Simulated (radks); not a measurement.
Task: The thulium ion Tm13+ is in [Kr] 4d10 4f8 5s2. All-electron calculation, scalar-relativistic Kohn-Sham, PBEsol, spin-polarised, spherical densities, finite nucleus; Fermi nuclear charge, rms radius of each element as measured or else 0.836 A^(1/3) + 0.57 fm. Program: a radial shooting solver on a logarithmic mesh with Libxc functionals. Open shells are filled with parallel spins first. One electron is removed from 4d, 4p, 4f, 5s in turn, with full relaxation. Which removal costs least, and what does each cost?

Result: 4f 276.08 eV; 5s 286.13 eV; 4d 452.14 eV; 4p 609.38 eV. The 4f electron leaves first.
